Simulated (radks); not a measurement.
Results of a calculation; reference values are marked as such.
Question: All-electron atom: the samarium ion Sm3+ in [Kr] 4d10 4f5 5s1 5p6 6p1 (not the ground configuration). Level of theory: Dirac Kohn-Sham, AM05, spin-unpolarised, spherical densities, finite nucleus; open shells are shared between the two j in proportion to 2j + 1; Fermi nuclear charge, rms radius 5.0819 fm (a radial shooting solver on a logarithmic mesh with Libxc functionals). Some entries of the table are withheld. Estimate them.

| orbital | occ. | eigenvalue (Ry) | <r> (bohr) | <r^2> (bohr^2) |
|---|---|---|---|---|
| 1s1/2 | 2 | -3426.759 | 0.02276 | 0.0007058 |
| 2s1/2 | 2 | -562.2491 | 0.09656 | 0.01106 |
| 2p1/2 | 2 | -533.2467 | 0.08077 | 0.008055 |
| 2p3/2 | 4 | -489.0046 | 0.08739 | 0.009298 |
| 3s1/2 | 2 | -125.4634 | 0.2548 | 0.07432 |
| 3p1/2 | 2 | -112.9629 | 0.2444 | 0.06944 |
| 3p3/2 | 4 | -104.0070 | 0.2571 | 0.07666 |
| 3d3/2 | 4 | (1) | 0.2287 | 0.06163 |
| 3d5/2 | 6 | (2) | 0.2327 | 0.06365 |
| 4s1/2 | 2 | -27.22644 | 0.5787 | 0.3781 |
| 4p1/2 | 2 | -22.42953 | 0.5923 | 0.3994 |
| 4p3/2 | 4 | -20.44633 | 0.6212 | 0.4389 |
| 4d3/2 | 4 | -12.53446 | 0.6616 | 0.5077 |
| 4d5/2 | 6 | -12.17818 | 0.6717 | 0.5232 |
| 5s1/2 | 1 | -5.71117 | 1.357 | 2.063 |
| 5p1/2 | 2 | -4.33524 | (3) | 2.510 |
| 5p3/2 | 4 | -4.02477 | (4) | 2.765 |
| 4f5/2 | 2.14286 | (5) | 0.8757 | 0.9712 |
| 4f7/2 | 2.85714 | (6) | 0.8844 | 0.9913 |
| 6p1/2 | 0.333333 | -1.45967 | (7) | 13.75 |
| 6p3/2 | 0.666667 | -1.40170 | (8) | 14.77 |

Answer: 
(1) 3d3/2 eigenvalue (Ry): -82.27149
(2) 3d5/2 eigenvalue (Ry): -80.32461
(3) 5p1/2 <r> (bohr): 1.493
(4) 5p3/2 <r> (bohr): 1.568
(5) 4f5/2 eigenvalue (Ry): -2.97293
(6) 4f7/2 eigenvalue (Ry): -2.92732
(7) 6p1/2 <r> (bohr): 3.517
(8) 6p3/2 <r> (bohr): 3.648
